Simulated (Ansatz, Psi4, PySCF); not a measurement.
H3B, charge +1, doublet, geometry from GFN2-xTB (a state made from the parent by changing its charge; the spin is typed, not shown lowest). Base run: WB97X/def2-SVP in PySCF.

PySCF was given this input:
```python
from pyscf import gto, scf, dft

mol = gto.M(
    atom='''
B     0.03835502    0.03398175   -0.03634696
H    -1.14157844   -0.19839382   -0.05654116
H     0.19951765   -0.63625243    0.94928073
H     0.75028569    0.66473750   -0.71100478
''',
    basis='def2-svp',
    charge=1,
    spin=1,
    verbose=3,
)

mf = dft.UKS(mol)
mf.xc = 'wb97x'
mf.kernel()
```

The same geometry, method and basis name were run in Ansatz (a program for electronic structure) and Psi4 and PySCF, at each program's defaults and at the settings that a row names. The base is PySCF at its defaults. Differences at the defaults can come from grids, fitting, cores and function types together.

| code and settings | ΔE vs base (mEh) | basis functions | E (Eh) | SCF cycles |
|---|---|---|---|---|
| PySCF, defaults (exact integrals, its default grid, spherical functions) | 0.000 | 29 | -26.11900 | 8 |
| Psi4, defaults (density fitting with its default set, its default grid, spherical functions) | -0.024 | 29 | -26.11902 | 7 |
| Ansatz, defaults (factorised integrals, its default grid, spherical functions) | 0.011 | 29 | -26.11899 | - |
| PySCF, density fitting with def2-universal-jkfit | -0.020 | 29 | -26.11902 | 8 |
| PySCF, fine grid | 0.011 | 29 | -26.11899 | 8 |
| Psi4, exact integrals, spherical functions, fine grid | 0.011 | 29 | -26.11899 | 10 |
| Ansatz, high accuracy | 0.012 | 29 | -26.11899 | - |

Open shells are given as the SCF converged; they aren't shown to be the lowest states, and a large step between rows can be another state.
